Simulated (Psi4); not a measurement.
BCl, charge +1, doublet, geometry from GFN2-xTB (the spin is typed, not shown lowest); SCS-MP2/def2-SVP run with Psi4.

Here is a job for Psi4.
```
memory 2 GB

molecule {
1 2
  B    -0.00000000   -0.00000000   -1.16598762
  Cl    0.00000000    0.00000000    0.34293754
}

set basis def2-svp
set reference uhf

energy('scs-mp2')
print_variables()
```

What the program printed (banner, timings and long lists left out):

```
   => Loading Basis Set <=

    Name: DEF2-SVP
    Role: ORBITAL
    Keyword: BASIS

         ---------------------------------------------------------
                                   SCF
               by Justin Turney, Rob Parrish, Andy Simmonett
                          and Daniel G. A. Smith
                              UHF Reference
         ---------------------------------------------------------

  ==> Geometry <==

    Molecular point group: c2v
    Full point group: C_inf_v

    Geometry (in Angstrom), charge = 1, multiplicity = 2:

       Center              X                  Y                   Z               Mass
    ------------   -----------------  -----------------  -----------------  -----------------
         B            0.000000000000     0.000000000000    -1.147618431778    11.009305360000
         CL           0.000000000000     0.000000000000     0.361306728222    34.968852682000

  Running in c2v symmetry.

  Rotational constants: A = ************  B =      0.88424  C =      0.88424 [cm^-1]
  Rotational constants: A = ************  B =  26508.92197  C =  26508.92197 [MHz]
  Nuclear repulsion =   29.809339852845987

  Charge       = 1
  Multiplicity = 2
  Electrons    = 21
  Nalpha       = 11
  Nbeta        = 10

  ==> Algorithm <==

  SCF Algorithm Type is PK.
  DIIS enabled.
  MOM disabled.
  Fractional occupation disabled.
  Guess Type is SAD.
  Energy threshold   = 1.00e-08
  Density threshold  = 1.00e-08
  Integral threshold = 1.00e-12

  ==> Primary Basis <==

  Basis Set: DEF2-SVP
    Blend: DEF2-SVP
    Number of shells: 14
    Number of basis functions: 32
    Number of Cartesian functions: 34
    Spherical Harmonics?: true
    Max angular momentum: 2

  ==> Integral Setup <==

  Using in-core PK algorithm.
   Calculation information:
      Number of atoms:                   2
      Number of AO shells:              14
      Number of primitives:             30
      Number of atomic orbitals:        34
      Number of basis functions:        32

      Integral cutoff                 1.00e-12
      Number of threads:                 1

  Performing in-core PK
  Using 279312 doubles for integral storage.
  We computed 5562 shell quartets total.
  Whereas there are 5565 unique shell quartets.

  ==> DiskJK: Disk-Based J/K Matrices <==

    J tasked:                  Yes
    K tasked:                  Yes
    wK tasked:                  No
    Schwarz Cutoff:          1E-12

  Minimum eigenvalue in the overlap matrix is 1.9090458290E-02.
  Reciprocal condition number of the overlap matrix is 5.6618511058E-03.
    Using symmetric orthogonalization.

  ==> Pre-Iterations <==

  SCF Guess: Superposition of Atomic Densities via on-the-fly atomic UHF (no occupation information).

   -------------------------
    Irrep   Nso     Nmo
   -------------------------
     A1        16      16
     A2         2       2
     B1         7       7
     B2         7       7
   -------------------------
    Total      32      32
   -------------------------

  ==> Iterations <==

                        Total Energy        Delta E     RMS |[F,P]|

   @UHF iter SAD:  -483.76858374694126   -4.83769e+02   0.00000e+00
   @UHF iter   1:  -483.59214789656249    1.76436e-01   1.05720e-02 ADIIS/DIIS
   @UHF iter   2:  -483.62753513530743   -3.53872e-02   3.67682e-03 ADIIS/DIIS
   @UHF iter   3:  -483.63177328836218   -4.23815e-03   1.54750e-03 ADIIS/DIIS
   @UHF iter   4:  -483.63266427343370   -8.90985e-04   4.79833e-04 ADIIS/DIIS
   @UHF iter   5:  -483.63283024703816   -1.65974e-04   2.07626e-04 ADIIS/DIIS
   @UHF iter   6:  -483.63286846316282   -3.82161e-05   1.22283e-04 ADIIS/DIIS
   @UHF iter   7:  -483.63289004593173   -2.15828e-05   3.90107e-05 DIIS
   @UHF iter   8:  -483.63289245789508   -2.41196e-06   8.49773e-06 DIIS
   @UHF iter   9:  -483.63289251854400   -6.06489e-08   1.48113e-06 DIIS
   @UHF iter  10:  -483.63289251981496   -1.27096e-09   4.00290e-07 DIIS
   @UHF iter  11:  -483.63289251990943   -9.44738e-11   8.44245e-08 DIIS
   @UHF iter  12:  -483.63289251991381   -4.37694e-12   1.55330e-08 DIIS
   @UHF iter  13:  -483.63289251991347    3.41061e-13   3.06291e-09 DIIS
  Energy and wave function converged.

  ==> Post-Iterations <==

   @Spin Contamination Metric:   1.176812220E-02
   @S^2 Expected:                7.500000000E-01
   @S^2 Observed:                7.617681222E-01
   @S   Expected:                5.000000000E-01
   @S   Observed:                5.000000000E-01

    Orbital Energies [Eh]
    ---------------------

    Alpha Occupied:

[...]
    Alpha Virtual:

[...]
    Beta Occupied:

[...]
       2B2    -0.834190

    Beta Virtual:

[...]
      16A1     1.776152

    Final Occupation by Irrep:
             A1    A2    B1    B2
    DOCC [     6,    0,    2,    2 ]
    SOCC [     1,    0,    0,    0 ]
    NA   [     7,    0,    2,    2 ]
    NB   [     6,    0,    2,    2 ]

  @UHF Final Energy:  -483.63289251991347

   => Energetics <=

    Nuclear Repulsion Energy =             29.8093398528459872
    One-Electron Energy =                -719.1256082978205768
    Two-Electron Energy =                 205.6833759250611706
    Total Energy =                       -483.6328925199134687

  UHF NO Occupations:
  HONO-2 :    2 B1 1.9971247
  HONO-1 :    2 B2 1.9971247
  HONO-0 :    7 A1 1.0000000
  LUNO+0 :    3 B2 0.0028753
  LUNO+1 :    3 B1 0.0028753
  LUNO+2 :    8 A1 0.0001088
  LUNO+3 :    9 A1 0.0000325

Computation Completed

Properties will be evaluated at   0.000000,   0.000000,   0.000000 [a0]

Properties computed using the SCF density matrix

 Multipole Moments:

 ------------------------------------------------------------------------------------
     Multipole            Electronic (a.u.)      Nuclear  (a.u.)        Total (a.u.)
 ------------------------------------------------------------------------------------

 L = 1.  Multiply by 2.5417464519 to convert [e a0] to [Debye]
[...]
  DIE_IF_NOT_CONVERGED          => (empty)
[...]
  FROZEN_DOCC                   => (empty)
  FROZEN_UOCC                   => (empty)
  INTEGRAL_PACKAGE              => (empty)
  IP_POLES                      => (empty)
  LEVEL_SHIFT                   => (empty)
  LITERAL_CFOUR                 => (empty)
  LS_THC_BASIS_TOLERANCE        => (empty)
  LS_THC_DF                     => (empty)
  LS_THC_PRUNING_SCHEME         => (empty)
  LS_THC_RADIAL_POINTS          => (empty)
  LS_THC_SPHERICAL_POINTS       => (empty)
  LS_THC_S_EPSILON              => (empty)
  LS_THC_WEIGHTS_TOLERANCE      => (empty)
  MAT_NUM_COLUMN_PRINT          => (empty)
  MAX_MOGRAD_CONVERGENCE        => (empty)
  MAX_RADIAL_MOMENT             => (empty)
  MBIS_D_CONVERGENCE            => (empty)
  MBIS_MAXITER                  => (empty)
  MBIS_PRUNING_SCHEME           => (empty)
  MBIS_RADIAL_POINTS            => (empty)
  MBIS_SPHERICAL_POINTS         => (empty)
  MOGRAD_DAMPING                => (empty)
  MOLDEN_WITH_VIRTUAL           => (empty)
  MO_MAXITER                    => (empty)
  MO_READ                       => (empty)
  MO_STEP_MAX                   => (empty)
  MO_WRITE                      => (empty)
  MP2_OS_SCALE                  => (empty)
  MP2_SOS_SCALE                 => (empty)
  MP2_SOS_SCALE2                => (empty)
  MP2_SS_SCALE                  => (empty)
  MP2_TYPE                      => (empty)
  MP_TYPE                       => (empty)
  NAT_ORBS                      => (empty)
  NUM_FROZEN_DOCC               => (empty)
  NUM_FROZEN_UOCC               => (empty)
  NUM_GPUS                      => (empty)
  OCC_ORBS_PRINT                => (empty)
  OEPROP                        => (empty)
  OPT_METHOD                    => (empty)
  ORBITAL_OPTIMIZER_PACKAGE     => (empty)
  ORB_OPT                       => FALSE           !
  ORB_RESP_SOLVER               => (empty)
  ORTH_TYPE                     => (empty)
  OS_SCALE                      => (empty)
  PARENT_SYMMETRY               => (empty)
  PCG_BETA_TYPE                 => (empty)
  PCG_CONVERGENCE               => (empty)
  PCG_MAXITER                   => (empty)
  PCM                           => (empty)
  PE                            => (empty)
  PRINT                         => (empty)
  PRINT_NOONS                   => (empty)
  PROPERTIES                    => (empty)
  PROPERTIES_ORIGIN             => (empty)
  PUREAM                        => (empty)
  QC_MODULE                     => (empty)
  RAS1                          => (empty)
  RAS2                          => (empty)
  RAS3                          => (empty)
  RAS4                          => (empty)
  RELATIVISTIC                  => (empty)
  RELAXED                       => (empty)
  REMP_A                        => (empty)
  RESTRICTED_DOCC               => (empty)
  RESTRICTED_UOCC               => (empty)
  RMS_MOGRAD_CONVERGENCE        => (empty)
  R_CONVERGENCE                 => (empty)
  SCF_TYPE                      => (empty)
  SCREENING                     => (empty)
  SCS_TYPE                      => (empty)
  SOCC                          => (empty)
  SOS_TYPE                      => (empty)
  SPIN_SCALE_TYPE               => SCS             !
  SS_SCALE                      => (empty)
  SYMMETRIZE                    => (empty)
  TPDM_ABCD_TYPE                => (empty)
  WFN                           => (empty)
  WFN_TYPE                      => OMP2            !
  WRITER_FILE_LABEL             => (empty)
  ZORA_BASIS_TOLERANCE          => (empty)
  ZORA_NR_DEBUG                 => (empty)
  ZORA_PRUNING_SCHEME           => (empty)
  ZORA_RADIAL_POINTS            => (empty)
  ZORA_SPHERICAL_POINTS         => (empty)

 ==============================================================================
 ==============================================================================
 ==============================================================================

                             MP2
                    Program Written by Ugur Bozkaya,
              Additional Contributions by J. P. Misiewicz

 ==============================================================================
 ==============================================================================
 ==============================================================================

	MO spaces per irreps...

	IRREP   FC   AOCC  BOCC  AVIR    BVIR  FV
	==========================================
	  A1     0     7     6     9     10     0
	  A2     0     0     0     2      2     0
	  B1     0     2     2     5      5     0
	  B2     0     2     2     5      5     0
	==========================================

	Computing MP2 energy using SCF MOs (Canonical MP2)...
	==============================================================================
	Nuclear Repulsion Energy (a.u.)    :    29.80933985284599
	SCF Energy (a.u.)                  :  -483.63289251991347
	REF Energy (a.u.)                  :  -483.63289251991347
	Alpha-Alpha Contribution (a.u.)    :    -0.02796839736727
	Alpha-Beta Contribution (a.u.)     :    -0.13380457115241
	Beta-Beta Contribution (a.u.)      :    -0.02280324195642
	Scaled_SS Correlation Energy (a.u.):    -0.01692387977456
	Scaled_OS Correlation Energy (a.u.):    -0.16056548538290
	SCS-MP2 Total Energy (a.u.)        :  -483.81038188507091
	SOS-MP2 Total Energy (a.u.)        :  -483.79345800529637
	SCSN-MP2 Total Energy (a.u.)       :  -483.72225060512318
	SCS-MP2-VDW Total Energy (a.u.)    :  -483.82954819065043
	SOS-PI-MP2 Total Energy (a.u.)     :  -483.82021891952684
	MP2 Correlation Energy (a.u.)      :    -0.18457621047610
	MP2 Total Energy (a.u.)            :  -483.81746873038958
	==============================================================================

  Variable Map:
  ----------------------------------------------------------------------------
[...]
  Array Variable Map:
  ----------------------------------------------------------------------------
[...]
[...]
```
